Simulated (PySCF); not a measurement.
C₃H₈O₂Si₂.
Atom-mapped SMILES: `[O:1]=[C:2]([OH:3])[SiH:4]1[CH2:5][SiH2:6][CH2:7]1`

Structure used (GFN2-xTB), in Å, numbered top down from 1:
```
atom  x, y, z in Å
O1     2.152   -0.254    1.325
C2     1.992    0.274    0.253
O3     3.015    0.811   -0.428
Si4    0.330    0.457   -0.677
C5    -1.051    1.056    0.510
Si6   -1.881   -0.679    0.520
C7    -0.582   -1.225   -0.790
H8     3.850    0.707    0.062
H9     0.609    1.206   -1.904
H10   -1.676    1.841    0.094
H11   -0.709    1.409    1.479
H12   -3.261   -0.681    0.026
H13   -1.802   -1.390    1.795
H14    0.010   -2.094   -0.516
H15   -1.002   -1.429   -1.771
```

Definitions: NICS(0) = −σiso at the ring centroid; NICS(1) = −σiso and NICS(1)zz = −σzz at ±1 Å along the ring normal z. Level: GIAO PBE0/pcSseg-1 (PySCF, non-relativistic, gas phase) on the GFN2-xTB geometry, one conformer.

Ring bond lengths (Å), with Mayer bond orders in brackets: Si4–C5 1.917 (0.93), C5–Si6 1.924 (0.91), Si6–C7 1.924 (0.91), C7–Si4 1.917 (0.93).

Q: Give the NICS values of each ring in ppm.

A: 
```
         ring                                                type  NICS(0)  NICS(1), two faces  NICS(1)zz, two faces  rms pucker (Å)  centre to ring atoms, mean (Å)
Si4–C5–Si6–C7  4-membered ring with 2 Si; formal bonds all single      1.3         -0.9 / -0.4             5.5 / 5.1            0.04                            1.36
```

Q: What do they say, and how far can they be read as aromaticity?

A: 
- Si4–C5–Si6–C7: mean NICS(1)zz 5.3 ppm, deshielded. Si4, C5, Si6, C7 have four or more neighbours, and the NICS criterion for π rings isn't applied.

Q: How shielded are the nuclei of the rings and their hydrogens (means over atoms taken as equivalent)?

A: 
| atoms | environment | σ isotropic (ppm) | principal values of the symmetric part, first atom (ppm) |
| --- | --- | --- | --- |
| Si4 | SiH silicon | 368.2 | 337.7, 370.3, 396.6 |
| C5 (×2) | sp3 carbon bound to silicon | 188.8 | 169.1, 194.9, 202.4 |
| Si6 | SiH2 silicon | 379.6 | 354.2, 356.8, 427.8 |
| H9 | Si–H hydrogen | 26.33 | 22.8, 24.8, 31.4 |
| H10 (×2) | methylene hydrogen | 30.94 | 27.0, 27.8, 38.0 |
| H11 (×2) | methylene hydrogen | 30.95 | 27.1, 27.8, 37.9 |
| H12 | Si–H hydrogen | 26.74 | 23.7, 24.5, 32.0 |
| H13 | Si–H hydrogen | 26.67 | 24.1, 24.3, 31.6 |
